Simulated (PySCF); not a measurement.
Cl₂GeH₄OSi, SMILES O[Si](Cl)(Cl)[GeH3]. Geometry: PBE-D3(BJ)/def2-SVP. The values are those of a single conformer.

All values below come from PBE-D3(BJ)/def2-SVP run with PySCF 2.14.0.

Harmonic wavenumbers (cm⁻¹): 83, 95, 105, 178, 186, 194, 291, 351, 454, 462, 534, 574, 759, 790, 847, 847, 904, 2086, 2104, 2106, 3734. Rotational constants (GHz): 1.706, 0.9862, 0.8159; symmetry number 1.

### Question
Work out the zero-point energy and the ideal-gas rigid-rotor harmonic-oscillator thermochemistry at 298.15 K and 1 atm.

### Answer
ZPE = ½ Σ hcν = ½ × 17685 cm⁻¹ = 25.28 kcal/mol. H − E(el) = 31.43 kcal/mol. Entropy in cal/(mol K): translation 41.66, rotation 29.84, vibration 23.71, total 95.20. G − E(el) = 3.05 kcal/mol. Cp = 30.66 cal/(mol K). Modes under 150 cm⁻¹ make the vibrational entropy uncertain.
